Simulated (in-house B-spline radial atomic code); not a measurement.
A fraction x of an electron is removed from 3p in Ga3+, starting from [Ar] 3d10 and keeping the highest spin. All numbers are computed (scalar-relativistic (X2C) B97-1, spin-polarised, spherical fractional occupations; Fermi nucleus of rms radius 3.9973 fm) with an all-electron radial atomic-structure program (B-spline basis), not measured.

Caution: exact exchange at fractional occupations of open shells leaves self-interaction of up to several eV.

```json
{"x": "0", "E(x) - E(0) (eV)": "0.0000", "3p down level (eV)": "-137.521"}
{"x": "0.06", "E(x) - E(0) (eV)": "8.2889", "3p down level (eV)": "-138.776"}
{"x": "0.16", "E(x) - E(0) (eV)": "22.2717", "3p down level (eV)": "-140.885"}
{"x": "0.33", "E(x) - E(0) (eV)": "46.5302", "3p down level (eV)": "-144.519"}
{"x": "0.47", "E(x) - E(0) (eV)": "66.9750", "3p down level (eV)": "-147.555"}
{"x": "0.5", "E(x) - E(0) (eV)": "71.4114", "3p down level (eV)": "-148.210"}
{"x": "0.56", "E(x) - E(0) (eV)": "80.3435", "3p down level (eV)": "-149.527"}
{"x": "0.66", "E(x) - E(0) (eV)": "?", "3p down level (eV)": "?"}
{"x": "0.87", "E(x) - E(0) (eV)": "?", "3p down level (eV)": "?"}
{"x": "0.97", "E(x) - E(0) (eV)": "143.5183", "3p down level (eV)": "-158.692"}
{"x": "1", "E(x) - E(0) (eV)": "148.2893", "3p down level (eV)": "-159.374"}
```

Task: What belongs in the row x = 0.66?

Result: An energy change of 95.4064 eV; 3p down at -151.735 eV.

Task: What belongs in the row x = 0.87?

Result: An energy change of 127.7623 eV; 3p down at -156.430 eV.

Task: Check Janak's theorem between x = 0.06 and 0.16.

Result: The slope of the energy is 139.83 eV; the orbital levels give 139.83 eV (-ε of the emptying orbital, averaged over the two points).
